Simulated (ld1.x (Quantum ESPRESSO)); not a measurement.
Which change was made? (Si, RRKJ)

Si, norm-conserving RRKJ (Kleinman–Bylander form), made with ld1.x (Quantum ESPRESSO) 7.5 (LDA (PZ), non-relativistic). Core [Ne], reference 3s1 3p0 (charge +3). Waves: 3p (bound, empty): rc 1.50 bohr; 3d channel at 0.05 Ry: rc 1.80 bohr; 3s (bound): rc 1.70 bohr. Local part: the s channel. Core correction: none.

Cutoffs, loose and tight: the cutoffs (Ry, on a coarse ladder) from which the occupation-weighted sum of valence levels, in a spherical-Bessel basis at the reference potential, stays within 10 and 1 mRy of its value at 400 Ry. They do not see the model core or the augmentation charge, which bear on the density cutoff. Test errors are all-electron minus pseudo excitation energies from the reference, over the configurations 3s2 3p2; 3s2 3p1; 3s2 3p0; 3s0 3p4; 3s2 3p1.5; 3s1 3p2; 3s1 3p3 (two spin-polarised tests are not counted in the largest error); variants that change the core or the reference have their own tests.

The base gives: outcome: generated; cutoff, loose: 15 Ry; cutoff, tight: 40 Ry; bound ghosts: none; largest test error (meV): +323.

(1) After one change the result is: outcome: generated; cutoff, loose: 40 Ry; cutoff, tight: 90 Ry; bound ghosts: none; largest test error (meV): +345. Which change was it?
A. wave 3s (bound): rc 1.70 bohr becomes 3s (bound): rc 1.16 bohr
B. wave 3s (bound): rc 1.70 bohr becomes 3s (bound): rc 1.28 bohr
C. wave 3s (bound): rc 1.70 bohr becomes 3s (bound): rc 2.06 bohr
D. wave 3s (bound): rc 1.70 bohr becomes 3s (bound): rc 2.40 bohr

## Answers

(1) B. The others give: wave 3s (bound): rc 1.70 bohr becomes 3s (bound): rc 2.06 bohr → outcome: generated; cutoff, loose: 12 Ry; cutoff, tight: 35 Ry; bound ghosts: none; largest test error (meV): +341 | wave 3s (bound): rc 1.70 bohr becomes 3s (bound): rc 2.40 bohr → outcome: generated; cutoff, loose: 10 Ry; cutoff, tight: 25 Ry; bound ghosts: none; largest test error (meV): +398 | wave 3s (bound): rc 1.70 bohr becomes 3s (bound): rc 1.16 bohr → outcome: generated; cutoff, loose: 55 Ry; cutoff, tight: 160 Ry; bound ghosts: none; largest test error (meV): +381.
